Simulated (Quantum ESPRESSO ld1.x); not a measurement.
Q: Species: the indium ion In15+. Configuration: [Ar] 3d10 4s2 4p4. Calculated with ld1.x of Quantum ESPRESSO 7.5: scalar-relativistic Kohn-Sham, LDA (Slater exchange, Perdew-Zunger correlation), spin-polarised, spherical densities, point nucleus; open shells are filled with parallel spins first. Some entries of the table are withheld. Estimate them.

orbital,occ.,eigenvalue (eV),<r^2> (bohr^2),r(max) (bohr)
1s up,1,-28091.967,0.001197,0.019
1s down,1,-28091.177,0.001197,0.019
2s up,1,-4520.720,0.01948,0.109
2s down,1,-4520.200,0.01948,0.109
2p up,3,-4098.506,0.01535,0.087
2p down,3,-4097.795,0.01535,0.087
3s up,1,-1141.488,0.1375,0.315
3s down,1,-1140.624,0.1374,0.315
3p up,3,-1003.101,0.1377,0.307
3p down,3,-1002.155,0.1375,0.307
3d up,5,-789.233,0.1212,0.256
3d down,5,-788.310,0.1209,0.256
4s up,1,-435.785,0.6629,(1)
4s down,1,-431.966,0.6637,(2)
4p up,3,-388.869,0.7223,0.759
4p down,1,-385.095,0.7243,0.759
4d up,0,-317.536,0.8186,0.796
4d down,0,-313.952,0.8233,0.796
5s up,0,(3),2.183,1.41
5s down,0,(4),2.204,1.42

A: 
(1) 4s up r(max) (bohr): 0.735
(2) 4s down r(max) (bohr): 0.729
(3) 5s up eigenvalue (eV): -225.486
(4) 5s down eigenvalue (eV): -224.036
